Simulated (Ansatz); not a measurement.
Start from `C[CH](F)[GaH][NH2]` and change one atom or group to get `CC(F)CF`.

Ansatz, PBE0-D4/def2-TZVP geometries, multiplicity 1. Each molecule was computed in one conformer, which needn't be the lowest.

Scalar relativity is left out up to krypton.

| property | `C[CH](F)[GaH][NH2]` |
| --- | --- |
| HOMO–LUMO gap (PBE0/def2-TZVPP) / eV | 6.75 |
| size of the dipole moment (ωB97M-V/def2-TZVPP) / D | 1.05 |
| HOMO energy (PBE/def2-TZVPP) / eV | -6.01 |
| LUMO energy (PBE/def2-TZVPP) / eV | -1.35 |
| HOMO–LUMO gap (B3LYP/def2-TZVPP) / eV | 6.25 |
| LUMO energy (B3LYP/def2-TZVPP) / eV | -0.86 |

What does the change do to each property? (An estimate is asked.)

Ansatz gave: 
| property | `CC(F)CF` | shift |
| --- | --- | --- |
| HOMO–LUMO gap (PBE0/def2-TZVPP) / eV | 10.43 | 3.68 |
| size of the dipole moment (ωB97M-V/def2-TZVPP) / D | 2.89 | 1.84 |
| HOMO energy (PBE/def2-TZVPP) / eV | -7.55 | -1.54 |
| LUMO energy (PBE/def2-TZVPP) / eV | 0.37 | 1.72 |
| HOMO–LUMO gap (B3LYP/def2-TZVPP) / eV | 9.86 | 3.61 |
| LUMO energy (B3LYP/def2-TZVPP) / eV | 0.80 | 1.66 |

With PBE0 the HOMO falls by 1.94 eV and the LUMO rises by 1.74 eV, so the gap widens by about 3.68 eV. PBE moves the HOMO by -1.54 eV and ωB97M-V by -2.02 eV. Dipoles are sizes alone; their direction can turn.

B3LYP here is the variant with VWN-RPA as its local correlation; programs differ in this.
